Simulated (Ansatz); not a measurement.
C$_{2}$H$_{7}$BN$_{2}$ (`NCC1BN1`) from Hartree–Fock to CCSD(T)

```json
{"atom": "N1", "x (Å)": "0.7855", "y (Å)": "-1.6997", "z (Å)": "0.7014"}
{"atom": "C2", "x (Å)": "0.8942", "y (Å)": "-0.3151", "z (Å)": "0.2731"}
{"atom": "C3", "x (Å)": "-0.2890", "y (Å)": "0.1875", "z (Å)": "-0.5252"}
{"atom": "B4", "x (Å)": "-1.4550", "y (Å)": "1.0309", "z (Å)": "0.0888"}
{"atom": "N5", "x (Å)": "-0.5005", "y (Å)": "1.6348", "z (Å)": "-0.6385"}
{"atom": "H6", "x (Å)": "-0.0868", "y (Å)": "-1.8364", "z (Å)": "1.1996"}
{"atom": "H7", "x (Å)": "0.7553", "y (Å)": "-2.3145", "z (Å)": "-0.1033"}
{"atom": "H8", "x (Å)": "1.8194", "y (Å)": "-0.2200", "z (Å)": "-0.3092"}
{"atom": "H9", "x (Å)": "1.0250", "y (Å)": "0.3173", "z (Å)": "1.1580"}
{"atom": "H10", "x (Å)": "-0.4590", "y (Å)": "-0.3819", "z (Å)": "-1.4444"}
{"atom": "H11", "x (Å)": "-2.4464", "y (Å)": "1.2054", "z (Å)": "0.7114"}
{"atom": "H12", "x (Å)": "-0.0428", "y (Å)": "2.3918", "z (Å)": "-1.1118"}
```

The species carries charge 0 and has multiplicity 1. Geometry: relaxed with PBE0-D4/def2-TZVP. It is one conformer, not always the lowest. Frozen core, restricted reference, the Gaussian-basis code of Ansatz. CBS rows extrapolate triple and quadruple zeta; past MP2 they add the triple-zeta difference.

```json
{"basis": "def2-TZVPP", "HF (Eh)": "?", "MP2 corr.": "?", "CCSD corr.": "-0.89402", "(T)": "-0.03783", "CCSD(T) total": "?"}
{"basis": "def2-QZVPP", "HF (Eh)": "-213.44637", "MP2 corr.": "-0.91578", "CCSD corr.": "–", "(T)": "–", "CCSD(T) total": "–"}
{"basis": "CBS(def2)", "HF (Eh)": "?", "MP2 corr.": "?", "CCSD corr.": "-0.99433", "(T)": "as TZ", "CCSD(T) total": "?"}
```

**Question.** Fill in the withheld values. (An estimate is asked.)

**Answer.** Computed: def2-TZVPP HF (Eh): -213.43601; def2-TZVPP MP2 corr.: -0.85815; def2-TZVPP CCSD(T) total: -214.36786; CBS(def2) HF (Eh): -213.44780; CBS(def2) MP2 corr.: -0.95846; CBS(def2) CCSD(T) total: -214.47996.
